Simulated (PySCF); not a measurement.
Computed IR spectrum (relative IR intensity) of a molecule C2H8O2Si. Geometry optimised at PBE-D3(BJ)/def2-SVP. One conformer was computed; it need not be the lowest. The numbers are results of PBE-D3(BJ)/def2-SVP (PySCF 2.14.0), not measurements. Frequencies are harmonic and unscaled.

Lines under 2 % of the strongest are left out, and lines within 2 cm⁻¹ are merged.

ν (cm⁻¹): 263 (w), 313 (m), 381 (m), 635 (vw), 685 (m), 734 (w), 741 (w), 831 (s), 885 (vs), 920 (m), 1114 (s), 1169 (m), 1221 (w), 1425 (vw), 2185 (s), 2914 (m), 2983 (w), 3032 (w), 3761 (m) (against the strongest line: vs over 80 %, s over 45 %, m over 15 %, w over 4 %, vw less)

Problem. Which molecule gave these data?
A. CO[SiH2]OC
B. CC[SiH](O)O
C. CO[Si@@H](C)O
D. C[Si](C)(O)O

Solution. C, CO[Si@@H](C)O
